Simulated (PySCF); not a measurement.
Compound: C₃H₉GeP.
Bonds: P1–Ge2, Ge2–C3, C3–C4, C4–C5, Ge2–C5. Hydrogens: H6, H7 on P1; H8 on Ge2; H9, H10 on C3; H11, H12 on C4; H13, H14 on C5.

Method: PBE0-D3(BJ)/def2-SVP geometry optimisation, gas phase in PySCF; density fitting, grid level 1; the optimiser is geomeTRIC in internal coordinates, started from a GFN2-xTB structure with every atom displaced at random (about 0.01 Å).

Geometry at step 1:
```
atom  x, y, z in Å
P1      2.4186   -0.8558    0.9575
Ge2     0.4823    0.4305    0.9386
C3     -0.1728    0.9961   -0.8420
C4     -1.1114   -0.2341   -0.8279
C5     -1.1937   -0.5829    0.6742
H6      3.1626    0.1798    0.3001
H7      2.1007   -1.5169   -0.2843
H8      0.5671    1.4829    2.0712
H9      0.5110    1.0781   -1.7017
H10    -0.7320    1.9451   -0.7544
H11    -2.0804   -0.0640   -1.3189
H12    -0.6329   -1.0692   -1.3750
H13    -1.2441   -1.6595    0.9156
H14    -2.0330   -0.0772    1.1745
```

**Question.** Give the atomic forces at this geometry.

**Answer.** 
```json
{"atom": "P1", "Fx (eV/Å)": "0.038", "Fy (eV/Å)": "-0.051", "Fz (eV/Å)": "-0.210"}
{"atom": "Ge2", "Fx (eV/Å)": "0.029", "Fy (eV/Å)": "0.086", "Fz (eV/Å)": "-0.034"}
{"atom": "C3", "Fx (eV/Å)": "-0.063", "Fy (eV/Å)": "0.143", "Fz (eV/Å)": "-0.095"}
{"atom": "C4", "Fx (eV/Å)": "0.231", "Fy (eV/Å)": "-0.119", "Fz (eV/Å)": "-0.166"}
{"atom": "C5", "Fx (eV/Å)": "-0.088", "Fy (eV/Å)": "-0.289", "Fz (eV/Å)": "0.057"}
{"atom": "H6", "Fx (eV/Å)": "0.006", "Fy (eV/Å)": "-0.087", "Fz (eV/Å)": "0.055"}
{"atom": "H7", "Fx (eV/Å)": "0.008", "Fy (eV/Å)": "0.138", "Fz (eV/Å)": "0.212"}
{"atom": "H8", "Fx (eV/Å)": "0.011", "Fy (eV/Å)": "-0.062", "Fz (eV/Å)": "-0.023"}
{"atom": "H9", "Fx (eV/Å)": "-0.024", "Fy (eV/Å)": "-0.015", "Fz (eV/Å)": "0.098"}
{"atom": "H10", "Fx (eV/Å)": "0.043", "Fy (eV/Å)": "-0.083", "Fz (eV/Å)": "0.000"}
{"atom": "H11", "Fx (eV/Å)": "-0.148", "Fy (eV/Å)": "0.009", "Fz (eV/Å)": "-0.011"}
{"atom": "H12", "Fx (eV/Å)": "-0.047", "Fy (eV/Å)": "0.112", "Fz (eV/Å)": "0.083"}
{"atom": "H13", "Fx (eV/Å)": "0.016", "Fy (eV/Å)": "0.187", "Fz (eV/Å)": "-0.003"}
{"atom": "H14", "Fx (eV/Å)": "-0.014", "Fy (eV/Å)": "0.031", "Fz (eV/Å)": "0.037"}
```

The largest, 0.31 eV/Å, acts on C4 (C5 within 3 % of it); the rms over all components is 0.105 eV/Å. The forces sum to zero within rounding, as they must for an isolated molecule in no field.

**Question.** Give the force on C4 in Eh/bohr and in nN.

**Answer.** 0.308 eV/Å ÷ 51.422 = 0.00600 Eh/bohr, and 0.308 eV/Å × 1.602 = 0.49 nN.

**Question.** How far is this geometry from the end of the optimisation?

**Answer.** 0.009 eV above it, and 0.037 Å rms away after alignment. The bonds farthest from their final lengths, with half the difference of the two atoms' forces along the bond (positive lengthens):

```
  bond  now (Å)  final (Å)  force along bond (eV/Å)
 P1–H7    1.442      1.430                    -0.22
C5–H13    1.104      1.099                    -0.24
C4–H12    1.107      1.102                    -0.21
 P1–H6    1.435      1.430                    -0.08
Ge2–C5    1.976      1.981                    +0.14
C4–H11    1.100      1.104                    +0.14
```

The angle farthest from its final value is Ge2–P1–H6, 91.7° against 94.1°.

What follows is the cost of the whole optimisation. On Arm Neoverse V1, one thread, on a shared host, this took 54 s wall and 0.53 GiB of memory at its peak.
